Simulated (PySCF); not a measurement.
Below is a simulated gas-phase Cl 2p photoelectron spectrum of Ti(NEt2)Cl3, `CC[N](CC)[Ti]([Cl])([Cl])[Cl]`.

Every computed line was given a Gaussian of 0.5 eV full width at half maximum and an area set by the number of equivalent atoms (split 2:1 within a doublet); the highest printed point is 100. Computed with PySCF, delta-SCF UKS SCAN, pcX-2 on the ionised atom (unc-x2c-TZVPall on a metal), pcseg-1 elsewhere, spin-free X2C.

binding energy (eV), intensity and a bar:
```
    204.4          1 
    204.5          3 #
    204.6          9 ###
    204.7         23 #######
    204.8         47 ##############
    204.9         75 #######################
    205.0         97 #############################
    205.1        100 ##############################
    205.2         83 #########################
    205.3         55 ################
    205.4         29 #########
    205.5         12 ####
    205.6          4 #
    205.7          1 
    205.8          0 
    205.9          0 
    206.0          0 
    206.1          1 
    206.2          3 #
    206.3          7 ##
    206.4         17 #####
    206.5         30 #########
    206.6         44 #############
    206.7         51 ###############
    206.8         47 ##############
    206.9         35 ###########
    207.0         21 ######
    207.1         10 ###
    207.2          4 #
    207.3          1 
    207.4          0
```

How many maxima does the curve show, and how many computed lines lie under it?

The curve has 2 maxima (at 205.1 and 206.7 eV). Under it lie 2 lines from 1 inequivalent chlorine site, drawn as a 2p3/2, 2p1/2 pair.

Decompose the envelope and assign each component. Bonds: Ti1–N2, Ti1–Cl17, Ti1–Cl18, Ti1–Cl19, N2–C3, N2–C5, C3–C4, C5–C6. Hydrogens: H7, H8 on C3; H9, H10, H11 on C4; H12, H13 on C5; H14, H15, H16 on C6.

```
position (eV)  relative area      line           atoms            environment
       205.06           2.00  Cl 2p3/2  Cl17/Cl18/Cl19  chlorine bonded to Ti
       206.72           1.00  Cl 2p1/2  Cl17/Cl18/Cl19  chlorine bonded to Ti
```

What are the centre and the root-mean-square width of the whole band?

The area-weighted mean of the lines is 205.62 eV. Their own spread about it is 0.78 eV (rms) and each Gaussian has σ = 0.5/2.355 = 0.21 eV; the variances add, which gives 0.81 eV.

The curve has no shake-up lines and no vibrational structure. One atom of each set of topologically equivalent atoms was ionised and stands for the set; in this conformer not all members are related by symmetry, and their own values weren't computed. For 2p shells one spin-free hole was relaxed; a mean-field spin–orbit operator and the ground-state splitting of the three 2p orbitals were then diagonalised within the shell. The shell's mean is (2 × 2p3/2 + 2p1/2)/3, and the degeneracies 2j + 1 give areas of 2:1. 2p1/2 minus 2p3/2 (ligand field included): Cl 1.65 eV. Geometry: PBE0-D3(BJ)/def2-SVP; no solvent, vibrations or thermal averaging. Metal 2p energies of this one-determinant scheme are less reliable than its 1s energies.

Time: 1.9 min wall, 4.7 min CPU; peak memory 1.2 GiB. Hardware: an INTEL XEON PLATINUM 8581C at 2.30 GHz with 2 threads, no GPU, shared host.
